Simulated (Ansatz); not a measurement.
A nudged elastic band was laid between two geometries of BClFH3O (7 atoms, charge 0, multiplicity 1).

Method: Ansatz 0.2.0, RKS PBE-D4/6-31G*.

```json
{"movable images": "9", "climbing image": "yes", "spring": "5.0 eV/Å²", "optimiser": "quadratic models (default)", "start path": "through a guess of the saddle point", "force threshold": "0.2 eV/Å", "iteration limit": "60", "end points": "relaxed"}
```

Initial state:

```xyz
7
Properties=species:S:1:pos:R:3
B 0.053 0.057 0.229
H 0.443 0.803 1.086
Cl 1.188 -0.117 -1.226
F -1.278 0.053 -0.082
O 0.215 -1.529 0.960
H 0.808 -2.014 0.337
H -0.683 -1.912 0.827
```

Final state:

```xyz
7
Properties=species:S:1:pos:R:3
B 0.009 -0.637 -0.882
H 0.282 -0.025 3.047
Cl 1.229 0.343 -1.696
F -1.282 -0.479 -1.203
O 0.408 -1.536 0.057
H -0.364 -2.009 0.430
H 0.463 -0.318 2.378
```

(1) Which bonds break or form, and what moves?

(2) What energy profile does the band end with?

(3) What is the geometry of the highest image?

Answers

(1) Bonds broken: B1–H2, O5–H7. Bonds formed: H2–H7. BClFH3O becomes BClFHO + H2.

(2) The run converged. The highest image is number 5 of 0 to 10, 103.3 kJ/mol above the first end and 180.9 kJ/mol above the last; the last end lies 77.6 kJ/mol below the first. The threshold of 0.2 eV/Å is loose, so the images may lie well off the minimum-energy path. Neighbouring images differ by up to 1.3 eV, so the band resolves the path poorly. Another band between the same ends (9 images) ends at a top of the same energy, where a vibrational analysis finds 1 clearly imaginary mode. The orbitals stay closed-shell, which can raise the energy where a bond breaks towards radicals; this wasn't checked here.

```json
{"image": "0", "path coordinate (Å)": "0.00", "energy (kJ/mol)": "0.0", "B1–H2 (Å)": "1.20", "O5–H7 (Å)": "0.99", "H2–H7 (Å)": "2.95"}
{"image": "1", "path coordinate (Å)": "0.62", "energy (kJ/mol)": "1.5", "B1–H2 (Å)": "1.20", "O5–H7 (Å)": "0.98", "H2–H7 (Å)": "2.75"}
{"image": "2", "path coordinate (Å)": "1.24", "energy (kJ/mol)": "5.0", "B1–H2 (Å)": "1.21", "O5–H7 (Å)": "0.98", "H2–H7 (Å)": "2.50"}
{"image": "3", "path coordinate (Å)": "1.86", "energy (kJ/mol)": "8.1", "B1–H2 (Å)": "1.21", "O5–H7 (Å)": "0.98", "H2–H7 (Å)": "2.30"}
{"image": "4", "path coordinate (Å)": "2.48", "energy (kJ/mol)": "25.3", "B1–H2 (Å)": "1.23", "O5–H7 (Å)": "0.99", "H2–H7 (Å)": "1.76"}
{"image": "5", "path coordinate (Å)": "3.10", "energy (kJ/mol)": "103.3", "B1–H2 (Å)": "1.37", "O5–H7 (Å)": "1.28", "H2–H7 (Å)": "1.05"}
{"image": "6", "path coordinate (Å)": "3.75", "energy (kJ/mol)": "-18.7", "B1–H2 (Å)": "1.95", "O5–H7 (Å)": "1.90", "H2–H7 (Å)": "0.77"}
{"image": "7", "path coordinate (Å)": "4.40", "energy (kJ/mol)": "-69.3", "B1–H2 (Å)": "2.56", "O5–H7 (Å)": "2.44", "H2–H7 (Å)": "0.75"}
{"image": "8", "path coordinate (Å)": "5.05", "energy (kJ/mol)": "-76.4", "B1–H2 (Å)": "3.17", "O5–H7 (Å)": "2.75", "H2–H7 (Å)": "0.75"}
{"image": "9", "path coordinate (Å)": "5.70", "energy (kJ/mol)": "-77.1", "B1–H2 (Å)": "3.67", "O5–H7 (Å)": "2.72", "H2–H7 (Å)": "0.75"}
{"image": "10", "path coordinate (Å)": "6.35", "energy (kJ/mol)": "-77.6", "B1–H2 (Å)": "3.99", "O5–H7 (Å)": "2.62", "H2–H7 (Å)": "0.75"}
```

(3) 
```xyz
7
Properties=species:S:1:pos:R:3
B 0.065 -0.304 -0.001
H 0.144 0.235 1.258
Cl 1.328 0.478 -1.006
F -1.227 -0.261 -0.413
O 0.472 -1.738 0.482
H -0.354 -2.273 0.471
H 0.318 -0.798 1.339
```

The run took 2.8 min on 1 thread of Arm Neoverse V2 (shared host), peak memory 0.12 GiB.
